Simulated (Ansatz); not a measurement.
`N#[C][Al]([Cl])[Cl]` + CH₃OH → `COC#N` + `[Cl][AlH][Cl]` at 500 K and 1 bar (substitution at a C–Al bond).

Calculated with Ansatz (gas phase, PBE0-D4/def2-TZVP geometries, no zero-point term in ΔE). CCSD(T)/CBS is the MP2 limit (def2-TZVPP, def2-QZVPP) plus CCSD(T) − MP2 in def2-TZVPP, frozen cores. This one scheme is used for every species.

| species | CCSD(T)/CBS energy (Eh) | H − E (kJ/mol) | S (J/(mol·K)) |
| --- | --- | --- | --- |
| `N#[C][Al]([Cl])[Cl]` | -1254.46678 | 67.2 | 386.5 |
| CH₃OH | -115.61712 | 157.0 | 265.4 |
| `COC#N` | -207.72673 | 162.6 | 319.7 |
| `[Cl][AlH][Cl]` | -1162.30651 | 52.9 | 322.5 |

H − E and S are ideal-gas, rigid-rotor, harmonic terms from PBE0-D4/def2-TZVP. 1 Eh = 2625.50 kJ/mol, R = 8.31446 J/(mol·K).

By hand: ΔE, ΔH, ΔS and ΔG.

ΔE = (-207.72673) + (-1162.30651) − (-1254.46678) − (-115.61712) = 0.05066 Eh = 133.0 kJ/mol. Δ(H − E) = 162.6 + 52.9 − 67.2 − 157.0 = -8.7, so ΔH = 124.3 kJ/mol. ΔS = 319.7 + 322.5 − 386.5 − 265.4 = -9.7 J/(mol·K). ΔG = 124.3 − 500 × (-9.7)/1000 = 129.2 kJ/mol.

By hand: the equilibrium constant, and the temperature at which ΔG would vanish if ΔH and ΔS stayed fixed.

log₁₀ K = −ΔG/(RT ln 10) = -13.5. ΔH and −TΔS have one sign here, so there is no such temperature.

The number of gas molecules stays the same, so ΔS is small and ΔH decides. A doubt of 5 kJ/mol in ΔE shifts log₁₀ K by 0.5 here. These are equilibria of isolated gas molecules and say nothing of rates. Largest T1 diagnostic: 0.014 (customary marks: 0.02 for closed shells, 0.045 for open ones).
